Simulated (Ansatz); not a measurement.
Molecule: ZnO (charge 0, singlet). 
Structure (B3LYP-D3(BJ)/def2-TZVP (Ansatz, a quantum-chemistry and plane-wave program) minimum search):
SMILES: [Zn]=[O]
```xyz
2

Zn     0.0000     0.0000    -0.3607
O      0.0000     0.0000     1.3525
```
Charge 0, spin multiplicity 1.

Parts of the frozen-core correlation energy in def2-SVP (Ansatz, hartree). Frozen orbitals: 10; correlated occupied orbitals by spin: 9 and 9; virtual: 26 and 26. Spin-orbit coupling is left out. No relativistic terms. The restricted reference is unstable.

```
term                             value
-------------------------  -----------
reference (HF)             -1852.19806
MP2 opposite-spin             -0.34586
MP2 same-spin                 -0.16724
CCSD correlation              -0.49127
(T)                           -0.02058
CCSDT minus CCSD(T)           -0.00020
T1 diagnostic                    0.032
largest doubles amplitude        0.218
```
